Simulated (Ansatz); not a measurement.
Computed with Ansatz on PBE0-D4/def2-TZVP structures; ΔE is electronic, products minus reactants. CCSD(T)/CBS adds triple-zeta CCSD(T) − MP2 to the extrapolated MP2 energy (def2 sets, frozen cores). This one scheme is used for every species. Functionals use def2-TZVPP. B3LYP here is the variant with VWN-RPA as its local correlation; programs differ in this. For Ge outer-core shells are correlated without core-valence functions, which leaves a few kJ/mol of doubt a bond. Scalar relativity is left out up to krypton. One conformer a species, not always the lowest.

Consider the hydrogenolysis of a Ge–F bond: `N[SiH](Cl)[GeH2][F]` + H₂ → `N[SiH](Cl)[GeH3]` + H–F.

```json
{"level": "B3LYP-D4", "ΔE (kcal/mol)": "8.4"}
{"level": "HF/def2-TZVPP", "ΔE (kcal/mol)": "7.7"}
{"level": "HF/def2-QZVPP", "ΔE (kcal/mol)": "8.1"}
{"level": "MP2/def2-QZVPP", "ΔE (kcal/mol)": "6.6"}
```

(1) What does CCSD(T)/CBS give? (An estimate is asked.)

Largest T1 diagnostic among the species: 0.011.

## Answers

(1) The calculation gave: +5.6 kcal/mol. The listed levels differ from it by 2.8, 2.1, 2.5, 1.0 kcal/mol.

From PBE to PBE0 (25 % exact exchange), in def2-TZVPP and without D4, ΔE moves by −1.4 kcal/mol. In def2-TZVPP, CCSD(T) changes the Hartree–Fock value by −1.7 kcal/mol (the triples alone add +0.4 kcal/mol) and MP2 by −1.1 kcal/mol.
